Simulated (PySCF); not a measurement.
Species: C5H7NSi.
Numbering: `[SiH3:1][c:2]1[cH:3][cH:4][n:5][cH:6][cH:7]1` (hydrogens: H8, H9, H10 on Si1; H11 on C3; H12 on C4; H13 on C6; H14 on C7)

Geometry (PBE0-D3(BJ)/def2-SVP, Å), atoms numbered from 1 in this order:
```
atom  x, y, z in Å
Si1    2.3081    0.1525    0.1068
C2     0.4309    0.0490   -0.0056
C3    -0.3680    1.2002    0.0304
C4    -1.7537    1.0729   -0.0507
N5    -2.3798   -0.0961   -0.1623
C6    -1.6301   -1.1931   -0.1971
C7    -0.2362   -1.1760   -0.1233
H8     2.7206    0.7095    1.4309
H9     2.8377    1.0535   -0.9612
H10    2.8856   -1.2145   -0.0561
H11    0.0747    2.1966    0.1192
H12   -2.3888    1.9663   -0.0242
H13   -2.1625   -2.1473   -0.2891
H14    0.3166   -2.1186   -0.1592
```

Level: PBE0/pcSseg-1 and PBE0/def2-SVPD in PySCF, non-relativistic, on one gas-phase PBE0-D3(BJ)/def2-SVP geometry that isn't relaxed in the solvent. The solvent is an IEF-PCM continuum (van der Waals radii × 1.2). Specific hydrogen bonds and non-electrostatic terms are outside this model.

Gas phase at PBE0/pcSseg-1: HOMO -7.46 eV, LUMO -1.29 eV, dipole 1.69 D.

What does the continuum do to the energy, the frontier levels and the dipole at PBE0/pcSseg-1 in tetrahydrofuran and acetone?

```csv
solvent,ε,E(solvent) − E(gas) (kJ/mol),polarisation term (kJ/mol),distortion of the solute (kJ/mol),HOMO (eV),LUMO (eV),dipole (D)
tetrahydrofuran,7.426,-14.79,-16.97,2.18,-7.57,-1.25,2.27
acetone,20.49,-17.32,-20.34,3.02,-7.60,-1.26,2.38
```

The polarisation term is half the interaction of the solute with the surface charges that it induces; the rest is the cost of distorting the solute's density. The sum is the electrostatic part of solvation alone. From tetrahydrofuran to acetone the lowering changes by a factor 1.17, Onsager's factor (ε − 1)/(2ε + 1) by 1.15 and ε itself by 2.8.

Which radius a makes the point-dipole formula ΔE = −[(ε − 1)/(2ε + 1)]·μ²/a³ give the value in acetone, with the gas-phase dipole?

μ = 0.664 au and |ΔE| = 0.00660 Eh give a = 1.66 Å; the farthest nucleus lies 3.12 Å from the centroid of the nuclei, so such a sphere wouldn't even hold the nuclei. The formula assumes a rigid point dipole at the centre of a sphere.

Give the dipole vector in the frame of the coordinates (D, pointing from negative to positive charge), gas and acetone.

Gas (1.68, 0.09, 0.10), solvent (2.37, 0.13, 0.13). Its length changes by +41 % and its direction by less than 1°.

Which ESP-fitted charges (PBE0/pcSseg-1) respond most in acetone (means over atoms taken as equivalent)?

```csv
atoms,environment,gas (e),solvent (e),change
N5,pyridine-type nitrogen,-0.733,-0.827,-0.094
C4/C6,aromatic CH next to a ring nitrogen,+0.580,+0.608,+0.028
H11/H14,aromatic hydrogen,+0.220,+0.242,+0.022
C3/C7,aromatic CH carbon,-0.688,-0.707,-0.019
C2,substituted aromatic carbon,+0.436,+0.450,+0.014
H12/H13,aromatic hydrogen,+0.019,+0.025,+0.006
Si1,SiH3 silicon,+0.266,+0.269,+0.003
H8/H9/H10,Si–H hydrogen,-0.077,-0.076,+0.001
```

Which Mayer bond orders change most in acetone?

```csv
bond,length (Å),gas,solvent,change
C6–C7,1.396,1.392,1.407,+0.015
C3–C4,1.394,1.408,1.422,+0.014
C4–N5,1.331,1.468,1.454,-0.014
N5–C6,1.329,1.478,1.464,-0.014
C2–C3,1.402,1.387,1.382,-0.005
C4–H12,1.097,0.967,0.962,-0.005
C6–H13,1.097,0.966,0.961,-0.005
C7–C2,1.400,1.402,1.397,-0.005
```

Gas phase at PBE0/def2-SVPD: HOMO -7.46 eV, LUMO -1.33 eV, dipole 1.66 D.

What does the continuum do to the energy, the frontier levels and the dipole at PBE0/def2-SVPD in tetrahydrofuran and acetone?

```tsv
solvent	ε	E(solvent) − E(gas) (kJ/mol)	polarisation term (kJ/mol)	distortion of the solute (kJ/mol)	HOMO (eV)	LUMO (eV)	dipole (D)
tetrahydrofuran	7.426	-13.92	-16.34	2.42	-7.57	-1.30	2.29
acetone	20.49	-16.35	-19.74	3.39	-7.60	-1.30	2.41
```

How does the static polarisability (PBE0/def2-SVPD, frozen core, with the continuum's full static response) change?

| medium | isotropic (au) | principal values (au) | ⟨r²⟩ of the electrons (bohr²) |
| --- | --- | --- | --- |
| gas | 90.9 | 60.9, 96.6, 115.1 | 979.3 |
| tetrahydrofuran | 119.2 | 79.4, 130.3, 147.9 | 979.5 |
| acetone | 124.8 | 83.9, 137.0, 153.5 | 979.5 |

The isotropic value in acetone is 1.37 times the gas-phase one; no cavity-field correction is applied. ⟨r²⟩ is taken about the centre of nuclear charge.
